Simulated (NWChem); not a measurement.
System: CH4N, doublet; SMILES C[NH]

Here is an NWChem input.

```
start job
memory heap 200 mb stack 900 mb global 1100 mb
geometry units angstroms
  C     -0.631644     0.168995     0.144200
  N      0.658754    -0.235204    -0.194401
  H     -0.794627     0.170161     1.236038
  H     -1.355594    -0.495185    -0.330353
  H     -0.834609     1.210783    -0.160032
  H      1.357266     0.369086     0.237340
end
basis spherical
  * library 6-31g*
end
dft
  odft
  mult 2
  xc b3lyp
  iterations 150
end
driver
  maxiter 120
end
task dft optimize
task dft freq
```

Parts of the log:

```
             Northwest Computational Chemistry Package (NWChem) 7.3.0
             --------------------------------------------------------

 CS  symmetry detected

                             Geometry "geometry" -> ""
                             -------------------------

 Output coordinates in angstroms (scale by  1.889725989 to convert to a.u.)

  No.       Tag          Charge          X              Y              Z
 ---- ---------------- ---------- -------------- -------------- --------------
    1 C                    6.0000    -0.01999494    -0.60974581     0.00000000
    2 N                    7.0000    -0.10806411     0.78144012     0.00000000
    3 H                    1.0000     0.54117887    -0.99129782    -0.87084738
    4 H                    1.0000    -1.02421174    -1.03634524     0.00000000
    5 H                    1.0000     0.54117887    -0.99129782     0.87084738
    6 H                    1.0000     0.81827240     1.20733491     0.00000000

 Effective nuclear repulsion energy (a.u.)      36.7300099658

      Symmetry information
      --------------------

 Group name             Cs
 Group number              2
 Group order               2
 No. of unique centers     5

                                Z-matrix (autoz)
                                --------

 Units are Angstrom for bonds and degrees for angles

      Type          Name      I     J     K     L     M      Value
      ----------- --------  ----- ----- ----- ----- ----- ----------
    1 Stretch                  1     2                       1.39397
    2 Stretch                  1     3                       1.10403
    3 Stretch                  1     4                       1.09107
    4 Stretch                  1     5                       1.10403
    5 Stretch                  2     6                       1.01955
    6 Bend                     1     2     6               111.06892
    7 Bend                     2     1     3               112.14945
    8 Bend                     2     1     4               109.39390
    9 Bend                     2     1     5               112.14945
   10 Bend                     3     1     4               109.43320
   11 Bend                     3     1     5               104.14563
   12 Bend                     4     1     5               109.43320
   13 Torsion                  3     1     2     6         -58.39056
   14 Torsion                  4     1     2     6         180.00000
   15 Torsion                  5     1     2     6          58.39056

                           NWChem Geometry Optimization
                           ----------------------------

 maximum gradient threshold         (gmax) =   0.000450
 rms gradient threshold             (grms) =   0.000300
 maximum cartesian step threshold   (xmax) =   0.001800
 rms cartesian step threshold       (xrms) =   0.001200
 fixed trust radius                (trust) =   0.300000
 source of zmatrix                         =   autoz

          -------------------
          Energy Minimization
          -------------------

 Using diagonal initial Hessian
 Scaling for Hessian diagonals: bonds = 1.00  angles = 0.25  torsions = 0.10

          --------
          Step   0

                                 NWChem DFT Module
                                 -----------------

 Summary of "ao basis" -> "ao basis" (spherical)
 ------------------------------------------------------------------------------
       Tag                 Description            Shells   Functions and Types
 ---------------- ------------------------------  ------  ---------------------
 C                           6-31g*                  6       14   3s2p1d
 N                           6-31g*                  6       14   3s2p1d
 H                           6-31g*                  2        2   2s

      Symmetry analysis of basis
      --------------------------

        a'         26
        a"         10

[...]

      ----------------------
      Optimization converged
      ----------------------

  Step       Energy      Delta E   Gmax     Grms     Xrms     Xmax
  ---- ---------------- -------- -------- -------- -------- --------
@    4     -95.18858152 -3.1D-07  0.00002  0.00001  0.00055  0.00130
                                     ok       ok       ok       ok

                                Z-matrix (autoz)
                                --------

 Units are Angstrom for bonds and degrees for angles

      Type          Name      I     J     K     L     M      Value     Gradient
      ----------- --------  ----- ----- ----- ----- ----- ---------- ----------
    1 Stretch                  1     2                       1.44407   -0.00001
    2 Stretch                  1     3                       1.10443   -0.00000
    3 Stretch                  1     4                       1.09462   -0.00001
    4 Stretch                  1     5                       1.10443   -0.00000
    5 Stretch                  2     6                       1.03184   -0.00002
    6 Bend                     1     2     6               106.19604    0.00000
    7 Bend                     2     1     3               111.70563   -0.00001
    8 Bend                     2     1     4               110.42785    0.00001
    9 Bend                     2     1     5               111.70563   -0.00001
   10 Bend                     3     1     4               108.44756    0.00001
   11 Bend                     3     1     5               105.92595   -0.00000
   12 Bend                     4     1     5               108.44756    0.00001
   13 Torsion                  3     1     2     6         -59.22289    0.00001
   14 Torsion                  4     1     2     6         180.00000    0.00000
   15 Torsion                  5     1     2     6          59.22289   -0.00001

                         Geometry "geometry" -> "geometry"
                         ---------------------------------

 Output coordinates in angstroms (scale by  1.889725989 to convert to a.u.)

  No.       Tag          Charge          X              Y              Z
 ---- ---------------- ---------- -------------- -------------- --------------
    1 C                    6.0000    -0.01995842    -0.61429574     0.00000000
    2 N                    7.0000    -0.12544449     0.82592082     0.00000000
    3 H                    1.0000     0.53354013    -0.98330879    -0.88160439
    4 H                    1.0000    -1.01509496    -1.07025984     0.00000000
    5 H                    1.0000     0.53354013    -0.98330879     0.88160439
    6 H                    1.0000     0.84177696     1.18534069     0.00000000

 Effective nuclear repulsion energy (a.u.)      36.0118175974

      Symmetry information
      --------------------

 Group name             Cs
 Group number              2
 Group order               2
 No. of unique centers     5

[...]

 Rotational Constants
 --------------------
 A=   4.135594 cm-1  (  5.950064 K)
 B=   0.843397 cm-1  (  1.213433 K)
 C=   0.805398 cm-1  (  1.158762 K)

 Temperature                      =   298.15K
 frequency scaling parameter      =   1.0000

 Zero-Point correction to Energy  =   30.797 kcal/mol  (  0.049078 au)
 Thermal correction to Energy     =   32.949 kcal/mol  (  0.052507 au)
 Thermal correction to Enthalpy   =   33.541 kcal/mol  (  0.053451 au)

 Total Entropy                    =   57.063 cal/mol-K
   - Translational                =   36.116 cal/mol-K (mol. weight =  30.0344)
   - Rotational                   =   18.983 cal/mol-K (symmetry #  =        1)
   - Vibrational                  =    1.964 cal/mol-K

 Cv (constant volume heat capacity) =    9.154 cal/mol-K
   - Translational                  =    2.979 cal/mol-K
   - Rotational                     =    2.979 cal/mol-K
   - Vibrational                    =    3.195 cal/mol-K

[normal modes left out]

 ----------------------------------------------------------------------------
 Normal Eigenvalue ||           Projected Infra Red Intensities
  Mode   [cm**-1]  || [atomic units] [(debye/angs)**2] [(KM/mol)] [arbitrary]
 ------ ---------- || -------------- ----------------- ---------- -----------
    1       -0.000 ||    0.003911           0.090         3.813       2.711
    2       -0.000 ||    0.004355           0.100         4.246       3.019
    3       -0.000 ||    0.000009           0.000         0.009       0.006
    4        0.000 ||    0.001547           0.036         1.508       1.072
    5        0.000 ||    0.005651           0.130         5.509       3.918
    6        0.000 ||    0.021932           0.506        21.380      15.204
    7      263.974 ||    0.056778           1.310        55.350      39.362
    8      963.765 ||    0.000905           0.021         0.882       0.628
    9     1020.181 ||    0.013419           0.310        13.081       9.303
   10     1054.201 ||    0.015054           0.347        14.675      10.436
   11     1361.255 ||    0.012268           0.283        11.959       8.505
   12     1424.651 ||    0.007445           0.172         7.258       5.161
   13     1510.803 ||    0.006755           0.156         6.586       4.683
   14     1516.319 ||    0.002728           0.063         2.660       1.891
   15     2967.297 ||    0.017522           0.404        17.082      12.148
   16     3004.101 ||    0.034034           0.785        33.178      23.594
   17     3114.546 ||    0.033066           0.763        32.235      22.924
   18     3352.013 ||    0.022262           0.514        21.702      15.433
 ----------------------------------------------------------------------------
```

Level: B3LYP/6-31G* (spherical d), spin-unrestricted. In the optimisation the excess spin sits in a" (Cs, its own frame). B3LYP is NWChem's, with the RPA form of VWN correlation.
